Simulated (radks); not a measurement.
Effect of the nuclear size on neutral iridium, [Xe] 4f14 5d7 6s2. Calculated with a radial shooting solver on a logarithmic mesh with Libxc functionals: Dirac Kohn-Sham, exchange-only LDA, spin-unpolarised, spherical densities, finite nucleus; open shells are shared between the two j in proportion to 2j + 1; Fermi nuclear charge, rms radius 5.4032 fm. The rms radius is varied about that value; shifts are against it.

rms radius (fm) = 4.7494: total energy shift (eV) -18.0; density at nucleus (e/bohr^3) 1.904e+06; 1s1/2 shift (meV) -7270; 2s1/2 shift (meV) -1050; 4p1/2 shift (meV) -0.424; 5s1/2 shift (meV) -10.8; 5p1/2 shift (meV) 0.467; 6s1/2 shift (meV) -0.712; 6p1/2 (empty) shift (meV) 0.213
rms radius (fm) = 5.2141: total energy shift (eV) -5.37; density at nucleus (e/bohr^3) 1.838e+06; 1s1/2 shift (meV) -2160; 2s1/2 shift (meV) -313; 4p1/2 shift (meV) -0.127; 5s1/2 shift (meV) -3.21; 5p1/2 shift (meV) 0.139; 6s1/2 shift (meV) -0.212; 6p1/2 (empty) shift (meV) 0.063
rms radius (fm) = 5.4032: total energy shift (eV) 0; density at nucleus (e/bohr^3) 1.813e+06; 1s1/2 shift (meV) 0.000; 2s1/2 shift (meV) 0.000; 4p1/2 shift (meV) 0.000; 5s1/2 shift (meV) 0.000; 5p1/2 shift (meV) 0.000; 6s1/2 shift (meV) 0.000; 6p1/2 (empty) shift (meV) 0.000
rms radius (fm) = 5.6896: total energy shift (eV) 8.35; density at nucleus (e/bohr^3) 1.778e+06; 1s1/2 shift (meV) 3360; 2s1/2 shift (meV) 487; 4p1/2 shift (meV) 0.200; 5s1/2 shift (meV) 4.99; 5p1/2 shift (meV) -0.215; 6s1/2 shift (meV) 0.330; 6p1/2 (empty) shift (meV) -0.098
rms radius (fm) = 5.9921: total energy shift (eV) 17.5; density at nucleus (e/bohr^3) 1.744e+06; 1s1/2 shift (meV) 7040; 2s1/2 shift (meV) 1020; 4p1/2 shift (meV) 0.420; 5s1/2 shift (meV) 10.4; 5p1/2 shift (meV) -0.450; 6s1/2 shift (meV) 0.689; 6p1/2 (empty) shift (meV) -0.206

Slopes of the eigenvalues against <r^2> in GHz/fm^2, as finite differences over the two radii next to the reference (eigenvalue slopes, not the field-shift constants of lines): 1s1/2 258000, 2s1/2 37300, 4p1/2 15.3, 5s1/2 382, 5p1/2 -16.5, 6s1/2 25.3, 6p1/2 (empty) -7.54.
